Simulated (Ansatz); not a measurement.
Geometry optimisation, RKS B3LYP/6-31G* in Ansatz 0.2.0.

The input (input.yaml):

```yaml
crystal:
  periodic: [false, false, false]
  atoms:
    - { symbol: Mg, position_ang: [0.518, 0.2882, 0.613] }
    - { symbol: O, position_ang: [0.4647, 2.164, -0.9068] }
    - { symbol: C, position_ang: [0.8724, -1.2027, 2.0355] }
    - { symbol: H, position_ang: [-0.2761, 1.1584, -1.2001] }
    - { symbol: C, position_ang: [-1.0182, -0.0118, -1.3705] }
    - { symbol: H, position_ang: [0.4283, 2.9064, -1.5051] }
    - { symbol: H, position_ang: [1.922, -1.4781, 2.0863] }
    - { symbol: H, position_ang: [0.5472, -0.9098, 3.0293] }
    - { symbol: H, position_ang: [0.3016, -2.0745, 1.7292] }
    - { symbol: H, position_ang: [-1.8264, -0.1877, -0.6545] }
    - { symbol: H, position_ang: [-0.4654, -0.9394, -1.5446] }
    - { symbol: H, position_ang: [-1.4681, 0.287, -2.3117] }
basis:
  gaussian: { orbitals: "6-31G*" }
hamiltonian:
  xc: b3lyp
relax:
  f_tol: 0.15
  max_steps: 25
  restrain:
    - { distance: [0, 4], at: 3.47, k: 30.0 }
    - { distance: [3, 1], at: 2.27, k: 30.0 }
    - { distance: [0, 1], at: 2.07, k: 30.0 }
    - { distance: [3, 4], at: 1.07, k: 30.0 }
```

Command:

```bash
$ ansatz run input.yaml --threads 2 --pin off --max-ram 3072MiB --backend cpu --events-out ev --progress --plain --runs-dir out
```

Q: Where does it end, and by what steps?

A: The run converged. The restraints hold the end off the free minimum. After 12 steps the energy has fallen by 1.977 eV (the restraints' own energy left out); H6 moved furthest, 1.04 Å. Joined: H4–C5 (1.40 → 1.09 Å).

```csv
step,energy less start (eV),largest force component (eV/Å),accepted
0,0.0000,1.957,yes
1,0.0304,4.391,yes
2,-0.1981,5.310,yes
3,-0.5584,4.022,yes
4,-1.4954,2.086,yes
5,-1.7998,1.723,yes
6,-1.8771,1.710,yes
7,-1.9363,1.577,yes
8,-1.9064,1.775,no
9,-1.9571,1.536,yes
10,-1.9685,1.520,yes
11,-1.9686,1.480,yes
12,-1.9771,1.515,yes
```

```xyz
12
Properties=species:S:1:pos:R:3
Mg 0.963 0.542 0.781
O 1.011 2.029 -0.560
C 1.013 -1.021 2.160
H -0.499 0.716 -1.640
C -1.255 -0.040 -1.825
H 0.261 2.641 -0.511
H 2.022 -1.441 2.257
H 0.699 -0.687 3.157
H 0.345 -1.837 1.861
H -1.922 -0.141 -0.960
H -0.782 -1.006 -2.027
H -1.855 0.246 -2.694
```

Run time: 26 s on 2 threads of Arm Neoverse V2, with other jobs on the host, peak memory 0.15 GiB.
